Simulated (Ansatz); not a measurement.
`[CH3][AlH][O][SiH](F)F` + `C#CC(=O)[SiH3]` → `O=C([SiH3])[SiH](F)F` + `C#C[O][AlH][CH3]`  (redistribution)

Gas-phase electronic energies from Ansatz, PBE0-D4/def2-TZVP geometries. CCSD(T)/CBS adds triple-zeta CCSD(T) − MP2 to the extrapolated MP2 energy (def2 sets, frozen cores). Functionals use def2-TZVPP. B3LYP here is the variant with VWN-RPA as its local correlation; programs differ in this. Each species was taken in one conformer, which may not be the lowest.

| level | ΔE (eV) | difference from CCSD(T)/CBS |
| --- | --- | --- |
| PBE-D4 | 2.28 | -0.33 |
| r2SCAN-D4 | 2.52 | -0.09 |
| PBE0-D4 | 2.38 | -0.23 |
| B3LYP-D4 | 2.45 | -0.16 |
| ωB97X-V | 2.43 | -0.18 |
| ωB97M-V | 2.47 | -0.14 |
| B2PLYP | 2.57 | -0.04 |
| PBE | 2.29 | -0.32 |
| r2SCAN | 2.53 | -0.08 |
| PBE0 | 2.40 | -0.21 |
| B3LYP | 2.47 | -0.14 |
| HF/def2-TZVPP | 2.68 | 0.07 |
| MP2/def2-TZVPP | 2.70 | 0.09 |
| SCS-MP2/def2-TZVPP | 2.68 | 0.07 |
| CCSD/def2-TZVPP | 2.62 | 0.01 |
| CCSD(T)/def2-TZVPP | 2.60 | -0.01 |
| HF/def2-QZVPP | 2.70 | 0.09 |
| MP2/def2-QZVPP | 2.71 | 0.10 |
| SCS-MP2/def2-QZVPP | 2.69 | 0.08 |
| HF/CBS(def2) | 2.71 | 0.10 |
| MP2/CBS(def2) | 2.71 | 0.10 |
| CCSD/CBS(def2) | 2.62 | 0.01 |
| CCSD(T)/CBS | 2.61 | 0 |

Largest T1 diagnostic among the species: 0.016.

From PBE to PBE0 (25 % exact exchange), in def2-TZVPP and without D4, ΔE moves by +0.11 eV.
